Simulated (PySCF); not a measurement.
C₆H₈ClFSi.
Geometry (GFN2-xTB, Å), atoms numbered from 1 in this order:
```
atom  x, y, z in Å
C1     2.521    0.235   -0.769
C2     1.274    0.075   -0.317
C3     0.659   -1.238   -0.336
C4    -0.566   -1.520    0.101
F5    -0.980   -2.812    0.035
C6    -1.609   -0.626    0.690
C7    -1.520    0.804    0.190
Cl8   -1.892    0.836   -1.569
Si9    0.249    1.504    0.363
H10    3.001    1.198   -0.764
H11    3.100   -0.588   -1.157
H12    1.248   -2.052   -0.740
H13   -2.588   -1.060    0.459
H14   -1.503   -0.616    1.781
H15   -2.293    1.408    0.663
H16    0.368    2.725   -0.427
H17    0.522    1.738    1.787
```

Computed at PBE0/pcSseg-1 (PySCF, non-relativistic), with Q(35Cl) = −0.0817 b: Cl8, 35Cl (I = 3/2): χzz = -76.06 MHz, η = 0.027.

Question: Where would the pure quadrupole (NQR) lines of 35Cl at Cl8 fall for the rigid, isolated species?

Answer: From ν = (|χ|/2)√(1 + η²/3): ν = 38.03 MHz (alkyl chlorine). For 37Cl the ratio of quadrupole moments, 0.7881, gives 29.97 MHz.

Question: Apply the simplest Townes–Dailey estimate (no s hybridisation, no π bonding), ionic character = 1 − χzz/χ0, where χ0 is the coupling for one missing p electron along the bond: −109.74 MHz for 35Cl.

Answer: Cl8 on C7: 1 − (-76.06)/(-109.74) = 0.31. In this model a purely covalent bond gives χ0 and a free halide ion gives zero; s hybridisation or π bonding, where present, is counted here as ionic character.

In a crystal, neighbours and librations shift these lines. GFN2-xTB bond lengths can be off by several hundredths of an ångström, more for odd bonds, and the gradients follow them. The basis is small and wasn't made for field gradients, so the couplings can be 20 % off.

One conformer stands for the species.
